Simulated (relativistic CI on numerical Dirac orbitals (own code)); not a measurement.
## Nd27+: computed level list

These numbers are calculated, not measured: Dirac-Coulomb-Breit CI, KLI orbitals optimised for each configuration, model QED (radiative potential, 1s self-energy scaled to tabulated hydrogen-like ionisation energies), unscaled Slater integrals (own radial code, finite nucleus).

Configurations in the expansion (outside the closed core [Ar] 3d10): 4s2 4p3, 4s 4p4, 4s2 4p2 4d, 4p5, 4s 4p3 4d, 4s2 4p2 4f, 4s 4p3 4f, 4p4 4d, 4s 4p2 4d2, 4s2 4p 4d 4f, 4p4 4f, 4s2 4p 4d2, 4s2 4d3, 4s 4p 4d3, 4s2 4d2 4f, 4s 4p 4d2 4f, 4p3 4d2, 4p2 4d3, 4p2 4d2 4f. Double excitations out of closed p, d and f shells are left out; levels of such configurations are missing from the list, as are those of other unlisted configurations, and high levels can miss mixing partners.

The lowest level is 4s2 4p3 2P°_3/2, with 41 % of that term; Hund's rules for 4s2 4p3 give 4S° with J = 3/2, of which the calculation keeps J, while another term leads.

```tsv
No.	Configuration	Term	J	E (cm⁻¹)	%	Lifetime (s)	jj configuration (%)
1	4s2 4p3	2P°	3/2	0	41		4p3/2 (97)
2	4s2 4p3	4S°	3/2	207297	50	5.34e-06	4p1/2 4p3/2^2 (97)
3	4s2 4p3	2D°	5/2	239638	98	2.67e-05	4p1/2 4p3/2^2 (98)
4	4s2 4p3	2P°	1/2	281981	98	5.84e-06	4p1/2 4p3/2^2 (98)
5	4s2 4p3	2P°	3/2	493436	55	2.12e-06	4p3/2^3 (97)
6	4s 4p4(3P)	4P	5/2	712404	74	6.88e-11	4s 4p3/2^2 (89)
7	4s 4p4(1D)	2D	3/2	788003	25	2.54e-11	4s 4p3/2^2 (59)
8	4s 4p4(3P)	4P	1/2	806589	46	1.85e-11	4s 4p3/2^2 (84)
9	4p2(3P) 4d	4F	3/2	871086	38	1.65e-11	4p1/2^2 4d3/2 (67)
10	4p2(3P) 4d	4F	5/2	933515	30	1.30e-11	4p1/2^2 4d5/2 (82)
11	4s 4p4(3P)	4P	3/2	950480	47	2.19e-11	4s 4p1/2 4p3/2^3 (75)
12	4s 4p4(1D)	2D	5/2	988813	62	4.29e-11	4s 4p1/2 4p3/2^3 (77)
13	4p2(3P) 4d	4D	1/2	1025212	29	1.79e-11	4p1/2 4p3/2 4d3/2 (50)
14	4p2(3P) 4d	2P	3/2	1026257	31	4.31e-11	4p1/2 4p3/2 4d3/2 (60)
15	4p2(1D) 4d	2F	5/2	1054163	55	1.39e-10	4p1/2 4p3/2 4d3/2 (87)
16	4p2(3P) 4d	4F	7/2	1078826	38	2.06e-09	4p1/2 4p3/2 4d3/2 (85)
17	4p2(3P) 4d	4D	1/2	1085220	56	9.44e-12	4p1/2 4p3/2 4d3/2 (50)
18	4p2(3P) 4d	4D	7/2	1099716	49	6.99e-09	4p1/2 4p3/2 4d5/2 (96)
19	4p2(3P) 4d	4D	3/2	1109508	35	5.23e-12	4s 4p1/2 4p3/2^3 (38)
20	4p2(1D) 4d	2G	9/2	1133508	50	2.00e-04	4p1/2 4p3/2 4d5/2 (96)
21	4p2(3P) 4d	4P	5/2	1149936	28	4.23e-12	4p1/2 4p3/2 4d5/2 (67)
22	4p2(3P) 4d	2P	3/2	1162230	31	2.26e-12	4p1/2 4p3/2 4d5/2 (42)
23	4p2(3P) 4d	4D	5/2	1189457	30	2.12e-12	4p1/2 4p3/2 4d3/2 (45)
24	4p2(3P) 4d	4P	1/2	1194223	41	1.75e-12	4p1/2 4p3/2 4d3/2 (81)
25	4p2(1D) 4d	2P	3/2	1201138	43	2.08e-12	4p1/2 4p3/2 4d3/2 (42)
26	4p2(1D) 4d	2G	7/2	1203605	46	8.29e-12	4p1/2 4p3/2 4d5/2 (70)
27	4p2(3P) 4d	2D	3/2	1239164	72	5.64e-12	4p1/2 4p3/2 4d5/2 (71)
28	4p2(3P) 4d	2D	5/2	1246021	54	1.88e-12	4p1/2 4p3/2 4d5/2 (65)
29	4p2(3P) 4d	2P	1/2	1254153	58	5.21e-12	4p1/2 4p3/2 4d5/2 (38)
30	4s 4p4(3P)	2P	1/2	1293623	33	3.11e-12	4p1/2 4p3/2 4d5/2 (39)
```

Energies count from the lowest computed level; ° marks odd parity; lifetimes are radiative, by E1, M1, E2, M2, E3 decay to levels of this space only. Percentages are summed over parent terms; the parents shown are those of the largest component, closed shells are left out there. Filled j subshells are mostly left out of the jj labels.

The mean weight of the leading LS term, summed over parents, in these 30 levels is 48 %, and that of the leading jj configuration (from the same eigenvectors) 71 %, so jj coupling describes them better and the LS labels are nominal.

At this charge energies of transitions that change n are usually good to better than 1 %, and those within a shell (Δn = 0) to a few per cent.

LS names give the leading component of a level, which can be under half, so a name can repeat, a term be missing and a line seem to break the LS rules.
